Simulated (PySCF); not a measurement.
Ge(OH)(OMe)(NH2)2, CH8GeN2O2, SMILES C[O][Ge]([NH2])([NH2])[OH] (PBE0/def2-SVP optimised geometry):

```
14

C     -1.790    -1.476     1.595
O     -0.485    -1.002     1.410
Ge    -0.087     0.006     0.000
N     -0.840     1.654     0.000
N      1.720     0.006     0.000
O     -0.749    -0.742    -1.464
H     -2.515    -0.658     1.770
H     -1.806    -2.130     2.482
H     -2.151    -2.062     0.730
H     -1.664     1.734    -0.590
H     -1.023     2.062     0.912
H      2.136    -0.466     0.798
H      2.151     0.914    -0.139
H     -0.100    -1.324    -1.872
```

Method: PySCF 2.14.0 with PBE0/def2-TZVP.

### Question
What are the frontier orbital energies and the dipole moment?

### Answer
HOMO-2 -7.93 eV, HOMO-1 -7.80 eV, HOMO -7.49 eV, LUMO 0.32 eV, LUMO+1 1.50 eV; dipole moment 1.11 D.

On the same geometry PBE/def2-TZVP in PySCF gives HOMO-2 -6.33 eV, HOMO-1 -6.28 eV, HOMO -5.95 eV, LUMO -0.59 eV, LUMO+1 0.65 eV; dipole moment 1.08 D.

Meta-Löwdin charges at PBE0/def2-TZVP: C1 -0.12, O2 -0.62, Ge3 1.33, N4 -0.73, N5 -0.73, O6 -0.76, H7 0.09, H8 0.12, H9 0.10, H10 0.24, H11 0.24, H12 0.25, H13 0.24, H14 0.35.
